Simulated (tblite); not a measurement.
Record of a relaxation.

Compound: C5H9FOSi.
Numbering: `[O:1]=[C:2](/[CH:3]=[CH:4]/[F:5])[CH2:6][CH2:7][SiH3:8]` (hydrogens: H9 on C3; H10 on C4; H11, H12 on C6; H13, H14 on C7; H15, H16, H17 on Si8)

Computed with GFN2-xTB (tblite), gas phase: L-BFGS steps from a force-field or distance-geometry start until the largest atomic force falls under 0.01 eV/Å. 5 of its 88 geometries are shown.

Step 0: E = -701.3867 eV, largest atomic force 1.215 eV/Å
```
atom  x, y, z in Å  |  force x, y, z in eV/Å
O1      0.786   -0.416   -1.516   -0.125   0.122   0.814
C2      0.871   -0.287   -0.306    0.153  -0.201  -0.339
C3      2.106    0.285    0.320   -0.389  -0.079  -0.673
C4      3.083    0.731   -0.473    0.235   0.024   1.192
F5      4.202    1.253    0.066   -0.339  -0.136  -0.283
C6     -0.212   -0.752    0.665    0.247   0.222  -0.209
C7     -1.577   -0.929    0.004   -0.098  -0.918   0.332
Si8    -2.479    0.644   -0.447   -0.582   0.968  -0.315
H9      2.169    0.346    1.396    0.044   0.006  -0.065
H10     3.114    0.709   -1.541   -0.115  -0.024  -0.316
H11    -0.278   -0.043    1.499    0.048  -0.102  -0.108
H12     0.117   -1.719    1.075    0.084   0.202  -0.066
H13    -2.224   -1.487    0.712    0.318   0.105  -0.332
H14    -1.476   -1.556   -0.892    0.089   0.073   0.242
H15    -3.795    0.325   -1.074    0.456   0.033   0.216
H16    -1.682    1.484   -1.354   -0.081  -0.126   0.096
H17    -2.731    1.426    0.789    0.054  -0.169  -0.186
```

Step 22: E = -701.4766 eV, largest atomic force 0.081 eV/Å
```
atom  x, y, z in Å  |  force x, y, z in eV/Å
O1      0.685   -0.336   -1.523    0.027   0.015  -0.012
C2      0.833   -0.270   -0.325   -0.070   0.022   0.035
C3      2.060    0.267    0.301   -0.016  -0.011   0.001
C4      3.060    0.713   -0.446    0.001  -0.012  -0.001
F5      4.174    1.222    0.073    0.020   0.002   0.014
C6     -0.209   -0.730    0.667   -0.047  -0.014   0.002
C7     -1.570   -0.961    0.016    0.005  -0.012   0.016
Si8    -2.449    0.663   -0.455    0.028  -0.024  -0.008
H9      2.110    0.302    1.378    0.031  -0.006   0.030
H10     3.062    0.703   -1.526    0.002   0.011  -0.054
H11    -0.277    0.000    1.477   -0.020  -0.013  -0.016
H12     0.170   -1.661    1.107    0.012   0.015  -0.016
H13    -2.200   -1.537    0.699    0.038   0.022  -0.028
H14    -1.426   -1.572   -0.877   -0.007   0.012   0.048
H15    -3.730    0.315   -1.072    0.016   0.028   0.015
H16    -1.630    1.472   -1.352   -0.003  -0.013  -0.015
H17    -2.670    1.426    0.783   -0.018  -0.023  -0.011
```

Step 44: E = -701.4830 eV, largest atomic force 0.049 eV/Å
```
atom  x, y, z in Å  |  force x, y, z in eV/Å
O1      0.633   -0.189   -1.502   -0.039  -0.009   0.016
C2      0.807   -0.208   -0.305    0.043   0.022  -0.008
C3      2.066    0.259    0.316    0.020   0.002  -0.005
C4      3.055    0.705   -0.449    0.004   0.014  -0.006
F5      4.211    1.143    0.047   -0.032  -0.012   0.011
C6     -0.216   -0.719    0.680    0.030   0.014  -0.012
C7     -1.571   -0.976    0.031    0.007   0.024  -0.015
Si8    -2.438    0.640   -0.489    0.010   0.000   0.014
H9      2.156    0.235    1.391    0.014  -0.018  -0.017
H10     3.012    0.757   -1.529    0.004  -0.009   0.017
H11    -0.298    0.000    1.499   -0.026  -0.017   0.007
H12     0.193   -1.645    1.101    0.009   0.005   0.016
H13    -2.197   -1.533    0.730   -0.009   0.016  -0.015
H14    -1.416   -1.615   -0.839   -0.027  -0.002  -0.008
H15    -3.726    0.320   -1.107    0.017  -0.028   0.012
H16    -1.614    1.431   -1.398   -0.016  -0.012   0.011
H17    -2.663    1.406    0.746   -0.009   0.012  -0.018
```

Step 65: E = -701.4880 eV, largest atomic force 0.028 eV/Å
```
atom  x, y, z in Å  |  force x, y, z in eV/Å
O1      0.573   -0.040   -1.470    0.012  -0.001   0.011
C2      0.797   -0.155   -0.286   -0.016  -0.016  -0.001
C3      2.094    0.224    0.315   -0.004  -0.014   0.004
C4      3.069    0.700   -0.448   -0.008   0.000   0.007
F5      4.250    1.065    0.045    0.022  -0.003  -0.003
C6     -0.209   -0.704    0.696   -0.005  -0.004  -0.006
C7     -1.564   -0.962    0.049    0.012  -0.010   0.009
Si8    -2.448    0.628   -0.522   -0.006  -0.009   0.004
H9      2.225    0.110    1.379   -0.003  -0.001   0.009
H10     2.997    0.831   -1.519    0.003   0.012  -0.003
H11    -0.297   -0.008    1.534   -0.008   0.004  -0.027
H12     0.211   -1.635    1.097    0.011   0.025  -0.004
H13    -2.197   -1.497    0.758    0.002   0.001   0.004
H14    -1.417   -1.625   -0.805   -0.007   0.012  -0.005
H15    -3.724    0.229   -1.117   -0.006  -0.002  -0.004
H16    -1.661    1.414   -1.462   -0.004  -0.001  -0.009
H17    -2.706    1.436    0.678    0.004   0.004   0.015
```

Step 87: E = -701.4906 eV, largest atomic force 0.009 eV/Å
```
atom  x, y, z in Å  |  force x, y, z in eV/Å
O1      0.570    0.026   -1.469   -0.002   0.002  -0.004
C2      0.801   -0.131   -0.292    0.003   0.001   0.003
C3      2.116    0.182    0.308    0.002  -0.001   0.003
C4      3.091    0.693   -0.433   -0.001   0.001   0.001
F5      4.287    0.995    0.067   -0.001   0.000  -0.005
C6     -0.209   -0.668    0.690   -0.001   0.001   0.000
C7     -1.560   -0.956    0.048   -0.002   0.000  -0.003
Si8    -2.479    0.610   -0.532    0.003   0.000   0.001
H9      2.261   -0.010    1.360    0.001   0.002   0.003
H10     3.006    0.910   -1.489    0.002  -0.003   0.001
H11    -0.312    0.058    1.502    0.002  -0.003   0.006
H12     0.218   -1.578    1.126   -0.001   0.003   0.006
H13    -2.180   -1.495    0.767    0.000  -0.004  -0.005
H14    -1.405   -1.625   -0.799    0.000   0.002  -0.004
H15    -3.767    0.181   -1.083    0.001   0.002   0.003
H16    -1.730    1.383   -1.512   -0.007  -0.001  -0.005
H17    -2.715    1.437    0.661    0.002   0.000   0.000
```

Task: Summarise the path.

Result: The energy falls by 0.1039 eV from step 0 to step 87; nine tenths of that is first reached at step 34. It falls at every step. The largest force goes from 1.215 to 0.009 eV/Å. Among the bonds C7–Si8 changes most, from 1.868 to 1.906 Å; the atoms move by 0.205 Å rms after alignment.

Task: Follow the three bonds and two angles with the largest change from start to end.

Result: 
| step | E above end (eV) | largest force (eV/Å) | C7–Si8 (Å) | Si8–H15 (Å) | C2–C6 (Å) | C3–C4–H10 (°) | C7–Si8–H15 (°) |
| --- | --- | --- | --- | --- | --- | --- | --- |
| 0 | 0.1039 | 1.215 | 1.868 | 1.493 | 1.528 | 127.5 | 110.3 |
| 4 | 0.0379 | 0.171 | 1.907 | 1.462 | 1.514 | 125.7 | 108.7 |
| 8 | 0.0262 | 0.112 | 1.904 | 1.467 | 1.511 | 124.2 | 107.9 |
| 11 | 0.0213 | 0.080 | 1.910 | 1.463 | 1.509 | 124.3 | 107.8 |
| 15 | 0.0182 | 0.054 | 1.903 | 1.463 | 1.509 | 124.3 | 107.9 |
| 19 | 0.0158 | 0.056 | 1.906 | 1.464 | 1.510 | 124.2 | 107.8 |
| 23 | 0.0134 | 0.072 | 1.905 | 1.464 | 1.510 | 124.2 | 107.8 |
| 26 | 0.0123 | 0.050 | 1.903 | 1.462 | 1.509 | 124.5 | 108.0 |
| 30 | 0.0113 | 0.046 | 1.904 | 1.462 | 1.510 | 124.9 | 108.3 |
| 34 | 0.0104 | 0.037 | 1.906 | 1.463 | 1.510 | 124.4 | 108.9 |
| 38 | 0.0095 | 0.040 | 1.905 | 1.462 | 1.509 | 124.3 | 109.5 |
| 42 | 0.0084 | 0.058 | 1.905 | 1.464 | 1.509 | 124.2 | 109.6 |
| 45 | 0.0072 | 0.043 | 1.907 | 1.463 | 1.509 | 124.1 | 109.1 |
| 49 | 0.0054 | 0.058 | 1.905 | 1.463 | 1.508 | 123.8 | 108.4 |
| 53 | 0.0042 | 0.043 | 1.906 | 1.463 | 1.508 | 123.9 | 107.5 |
| 57 | 0.0036 | 0.032 | 1.906 | 1.464 | 1.508 | 124.1 | 107.3 |
| 61 | 0.0031 | 0.028 | 1.907 | 1.464 | 1.509 | 124.2 | 107.3 |
| 64 | 0.0027 | 0.031 | 1.906 | 1.464 | 1.509 | 124.2 | 107.3 |
| 68 | 0.0022 | 0.034 | 1.907 | 1.464 | 1.508 | 124.5 | 107.5 |
| 72 | 0.0014 | 0.032 | 1.907 | 1.465 | 1.508 | 124.7 | 107.7 |
| 76 | 0.0006 | 0.030 | 1.907 | 1.464 | 1.509 | 124.5 | 107.4 |
| 79 | 0.0004 | 0.027 | 1.907 | 1.464 | 1.509 | 124.5 | 107.4 |
| 83 | 0.0001 | 0.012 | 1.906 | 1.464 | 1.509 | 124.5 | 107.3 |
| 87 | 0.0000 | 0.009 | 1.906 | 1.465 | 1.508 | 124.4 | 107.3 |

What follows is the cost of the whole relaxation. The run took 0.98 s on an Arm Neoverse N1 with one thread, on a shared host.
